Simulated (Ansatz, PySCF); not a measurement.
Lewis adduct: BH3 (SMILES B) (first 4 atoms) with CHN (SMILES C#N); geometry from B3LYP-D3(BJ)/def2-TZVP, rigid monomers moved along the line of their centres of mass till B1···N6 is 1.39 Å.
(charge 0, multiplicity 1):
```
atom    x (Å)    y (Å)   z (Å)
----  -------  -------  ------
B     -0.0969   0.0482  0.7696
H      0.6659   0.9271  0.4507
H      0.2039  -1.0311  0.3220
H     -1.2557   0.3333  0.5912
C      0.1558  -0.1762  3.2759
N      0.0418  -0.0749  2.1452
H      0.2622  -0.2707  4.3319
```

Monomers are frozen at their geometry in the pair; levels with a basis set take the counterpoise correction.

Frozen-core correlation. CBS(a, b) extrapolates the correlation energy as X⁻³ and adds the Hartree–Fock energy of set b.

Programs: Ansatz (a program for electronic structure) with Gaussian orbitals; PySCF for the dispersion terms. Values without a source in brackets are computed.

PBE/def2-TZVPPD gives -1577.8 meV for the interaction energy.

Question: Where do these levels fall relative to PBE: PBE-D3(BJ)/def2-TZVPPD, r2SCAN/def2-TZVPPD, B3LYP/def2-TZVPPD, wB97M-V/def2-TZVPPD, MP2/CBS(aug-cc-pVDZ, aug-cc-pVTZ), CCSD(T)/CBS(aug-cc-pVDZ, aug-cc-pVTZ).

Answer: PBE-D3(BJ)/def2-TZVPPD -46.5; r2SCAN/def2-TZVPPD 75.6; B3LYP/def2-TZVPPD 389.4; wB97M-V/def2-TZVPPD 448.7; MP2/CBS(aug-cc-pVDZ, aug-cc-pVTZ) 457.7; CCSD(T)/CBS(aug-cc-pVDZ, aug-cc-pVTZ) 560.9 meV. 5 of 6 lie above PBE; the widest gap is to CCSD(T)/CBS(aug-cc-pVDZ, aug-cc-pVTZ).
